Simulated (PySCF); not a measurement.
Spinor energies of Zr²⁺ (zirconium, charge +2)

Start: [Kr] 4d2; 4d5/2 filled at m_j = +3/2, +5/2. Calculated with PySCF 2.14 in x2c-TZVPall-2c (8s9p7d1f, 77 functions): generalised Hartree-Fock with the X2C-1e Hamiltonian and a Gaussian nucleus; one run each with spin-orbit coupling (SO) switched off, then screened by Boettger's factors. This is a chosen level, not necessarily the ground level.

```csv
spinor shell,electrons,"ε, spin-free (eV)","ε, screened SO (eV)",weight of nominal j (screened SO),"rms radius, screened SO (bohr)"
1s1/2,2,-18112.5,-18111.7,1.000,0.0426
2s1/2,2,-2594.0,-2593.8,1.000,0.176
2p1/2,2,-2308.6,-2367.8,1.000,0.154
2p3/2,4,-2308.6,-2280.8,1.000,0.158
3s1/2,2,-468.35,-468.34,1.000,0.488
3p1/2,2,-372.70,-382.56,1.000,0.489
3p3/2,4,-372.70,-368.09,1.000,0.499
3d3/2,4,-215.53,-217.01,0.989,0.493
3d5/2,6,-215.53,-214.56,0.993,0.496
4s1/2,2,-82.328,-82.349,1.000,1.30
4p3/2,4,-54.981,-54.421,0.913,1.47
4p1/2,2,-54.981,-56.258,0.825,1.45
4d5/2,2,-22.864,-22.830,0.887,2.17
```

```csv
quantity,spin-free,screened SO
E (hartree),-3595.36187,-3595.70585
M_J,4,4
⟨J²⟩,20.007,20.007
⟨L²⟩,12.006,12.021
⟨S²⟩,2.001,2.007
```

Each row is a mean over spinors that exchange with the open shell spreads, by up to 5.134 eV (4p3/2).

Rows whose weight is well below 1 are mixtures of j = l ± 1/2: exchange outweighs spin-orbit coupling there, and the label is only the starting occupation.

Breit and QED terms are absent; they matter most for the inner s and p1/2 levels.

Densities and radii are taken from the X2C orbitals without a picture-change correction, which distorts them close to the nucleus.

Without spin-orbit coupling the j labels of p, d and f shells carry no meaning; the spin-free column gives the mean over the occupied spinors of each nl shell.
